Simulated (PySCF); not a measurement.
## Two-component Hartree-Fock for Xe⁺ (xenon, charge +1)

Start: [Kr] 4d10 5s2 5p5; 5p1/2 filled at m_j = -1/2, +1/2; 5p3/2 filled at m_j = -1/2, +1/2, +3/2. Calculated with PySCF 2.14 in x2c-SVPall-2c with one added diffuse shell each of s, p type (7s9p4d, 54 functions): generalised Hartree-Fock with the X2C-1e Hamiltonian and a Gaussian nucleus; one run each with spin-orbit coupling (SO) switched off, then screened by Boettger's factors. This is a chosen level, not necessarily the ground level.

```
spinor shell  electrons  ε, spin-free (eV)  ε, screened SO (eV)  weight of nominal j (screened SO)  rms radius, screened SO (bohr)
       1s1/2          2           -34732.5             -34728.4                              1.000                          0.0305
       2s1/2          2            -5515.1              -5513.8                              1.000                           0.124
       2p1/2          2            -4944.2              -5170.4                              1.000                           0.107
       2p3/2          4            -4944.2              -4842.3                              1.000                           0.112
       3s1/2          2            -1179.9              -1179.5                              1.000                           0.326
       3p1/2          2            -990.94              -1035.0                              1.000                           0.318
       3p3/2          4            -990.94              -970.79                              1.000                           0.330
       3d3/2          4            -710.67              -718.26                              1.000                           0.303
       3d5/2          6            -710.67              -705.10                              1.000                           0.305
       4s1/2          2            -239.69              -239.49                              1.000                           0.762
       4p1/2          2            -177.15              -185.89                              1.000                           0.798
       4p3/2          4            -177.15              -172.98                              1.000                           0.823
       4d3/2          4            -82.866              -83.948                              0.997                           0.946
       4d5/2          6            -82.866              -81.896                              0.998                           0.949
       5s1/2          2            -36.435              -36.373                              1.000                            1.97
       5p1/2          2            -21.544              -22.582                              0.930                            2.29
       5p3/2          3            -21.544              -20.982                              0.954                            2.39
```

| quantity | spin-free | screened SO |
| --- | --- | --- |
| E (hartree) | -7441.14230 | -7443.52209 |
| M_J | 3/2 | 3/2 |
| ⟨J²⟩ | 3.756 | 3.756 |
| ⟨L²⟩ | 2.004 | 2.031 |
| ⟨S²⟩ | 0.752 | 0.778 |

Each row is a mean over spinors that exchange with the open shell spreads, by up to 2.667 eV (5s1/2).

Breit and QED terms are absent; they matter most for the inner s and p1/2 levels.

Densities and radii are taken from the X2C orbitals without a picture-change correction, which distorts them close to the nucleus.

Without spin-orbit coupling the j labels of p, d and f shells carry no meaning; the spin-free column gives the mean over the occupied spinors of each nl shell.
